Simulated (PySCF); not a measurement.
H₄MgOSi, SMILES [SiH3][O][MgH].

Geometry optimised at B3LYP-D3(BJ)/def2-TZVP.

Level of theory: M06-2X/def2-TZVPD (PySCF).

Symmetry labels are those of the subgroup Cs that the program uses (full group C3v).

List the valence orbital energies around the gap with their symmetry. (Estimate from the structure and the level; the computed values follow.)


```csv
orbital,symmetry,energy (eV)
HOMO−7,A',-28.43
HOMO−6,A',-16.00
HOMO−5,A',-12.65
HOMO−4,A',-11.64
HOMO−3,A",-11.64
HOMO−2,A',-9.43
HOMO−1,A",-9.43
HOMO,A',-9.38
LUMO,A',-0.64
LUMO+1,A",-0.28
LUMO+2,A',-0.28
LUMO+3,A',0.65
```
